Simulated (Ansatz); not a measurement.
Total energies of the cluster Cu3H4 (the lowest doublet isomer of a short search) from Ansatz at PBE0-D4/def2-TZVPD, gas phase (1 Eh = 27.2114 eV = 2625.5 kJ/mol). The reference geometry is relaxed at PBE-D4/def2-SVP.

Cartesian coordinates in Å:
```
Cu -1.192 -0.166 -0.959
Cu 0.862 -1.162 -0.704
Cu 0.312 0.598 0.849
H -1.219 0.941 0.224
H -0.049 1.719 1.848
H 1.667 -0.512 0.520
H -0.381 -1.418 -1.777
```

```json
{"state": "charge 0 doublet", "geometry": "reference", "energy (Eh)": "-4923.21956"}
{"state": "charge -1 singlet", "geometry": "reference", "energy (Eh)": "-4923.28961"}
{"state": "charge -1 singlet", "geometry": "relaxed at PBE-D4/def2-SVPD", "energy (Eh)": "-4923.30113"}
{"state": "free Cu atom (doublet)", "geometry": "–", "energy (Eh)": "-1640.24421"}
{"state": "free H atom (doublet)", "geometry": "–", "energy (Eh)": "-0.50104"}
```

Q: Work out the vertical electron affinity, to the singlet.

A: E(charge 0 doublet) − E(charge -1 singlet) = -4923.21956 − (-4923.28961) = 0.07005 Eh = 1.91 eV.

Q: How much does the charge -1 singlet relax, and what is the adiabatic electron affinity?

A: Relaxation: -4923.28961 − (-4923.30113) = 0.01152 Eh = 0.31 eV. Adiabatic electron affinity: 0.08157 Eh = 2.22 eV, without zero-point energy. 

Q: What is the binding energy per atom against free atoms?

A: Atoms: 3 × (-1640.24421) + 4 × (-0.50104) = -4922.73679 Eh. Binding: -4922.73679 − (-4923.21956) = 0.48277 Eh = 13.14 eV, or 1.88 eV for each of 7 atoms (no zero-point energy, no counterpoise term).

The structure comes from a short search, and lower isomers may exist.
